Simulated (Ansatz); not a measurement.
Ansatz results at the PBE0-D4/def2-TZVP geometry: HOMO energy (B3LYP/def2-TZVPP) -7.45 eV; HOMO–LUMO gap (B3LYP/def2-TZVPP) 4.65 eV; size of the dipole moment (PBE/def2-TZVPP) 2.32 D.

**Question.** Which molecule gave them?
A. `BCC1CC=N1`
B. `BC1=NC([SiH3])C1`
C. `BC(C)([SiH3])C#N`
D. `OC1=CC1`

**Answer.** B. The others give `BC(C)([SiH3])C#N`: -8.23, 5.94, 3.86; `BCC1CC=N1`: -7.22, 5.77, 2.78; `OC1=CC1`: -6.32, 6.75, 1.32.

B3LYP here is the variant with VWN-RPA as its local correlation; programs differ in this.
